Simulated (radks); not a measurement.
Results of a calculation; reference values are marked as such.
Orbital eigenvalues (eV) of neutral iodine, [Kr] 4d10 5s2 5p5, at several levels of relativity; Dirac values are averaged over j with weights 2j + 1. Spin-unpolarised spherical Kohn-Sham, PBE, point nucleus unless stated (finite: rms radius 4.75 fm), a radial shooting solver on a logarithmic mesh with Libxc functionals. A level marked "c x" has the speed of light scaled by that factor and shares open shells by 2j + 1; other Dirac levels either fill j = l - 1/2 first or share by 2j + 1.

[
 {"shell": "1s", "non-rel.": "-31647", "scalar-rel.": "-32985", "Dirac, 2j+1 shares": "-32961", "Dirac, low j first": "-32961", "change of magnitude, last against first (%)": "+4.15"},
 {"shell": "2s", "non-rel.": "-4767.9", "scalar-rel.": "-5096.3", "Dirac, 2j+1 shares": "-5090.8", "Dirac, low j first": "-5090.7", "change of magnitude, last against first (%)": "+6.77"},
 {"shell": "2p", "non-rel.": "-4480.5", "scalar-rel.": "-4574.0", "Dirac, 2j+1 shares": "-4577.0", "Dirac, low j first": "-4576.9", "change of magnitude, last against first (%)": "+2.15"},
 {"shell": "3s", "non-rel.": "-960.16", "scalar-rel.": "-1028.6", "Dirac, 2j+1 shares": "-1027.5", "Dirac, low j first": "-1027.4", "change of magnitude, last against first (%)": "+7.00"},
 {"shell": "3p", "non-rel.": "-839.33", "scalar-rel.": "-859.35", "Dirac, 2j+1 shares": "-860.01", "Dirac, low j first": "-859.90", "change of magnitude, last against first (%)": "+2.45"},
 {"shell": "3d", "non-rel.": "-614.80", "scalar-rel.": "-605.97", "Dirac, 2j+1 shares": "-605.21", "Dirac, low j first": "-605.10", "change of magnitude, last against first (%)": "-1.58"},
 {"shell": "4s", "non-rel.": "-166.92", "scalar-rel.": "-180.59", "Dirac, 2j+1 shares": "-180.41", "Dirac, low j first": "-180.31", "change of magnitude, last against first (%)": "+8.02"},
 {"shell": "4p", "non-rel.": "-124.67", "scalar-rel.": "-127.57", "Dirac, 2j+1 shares": "-127.76", "Dirac, low j first": "-127.66", "change of magnitude, last against first (%)": "+2.40"},
 {"shell": "4d", "non-rel.": "-52.681", "scalar-rel.": "-50.279", "Dirac, 2j+1 shares": "-50.214", "Dirac, low j first": "-50.117", "change of magnitude, last against first (%)": "-4.87"},
 {"shell": "5s", "non-rel.": "-16.016", "scalar-rel.": "-17.407", "Dirac, 2j+1 shares": "-17.386", "Dirac, low j first": "-17.326", "change of magnitude, last against first (%)": "+8.18"},
 {"shell": "5p", "non-rel.": "-7.1461", "scalar-rel.": "-7.0860", "Dirac, 2j+1 shares": "-7.1098", "Dirac, low j first": "-7.0637", "change of magnitude, last against first (%)": "-1.15"}
]
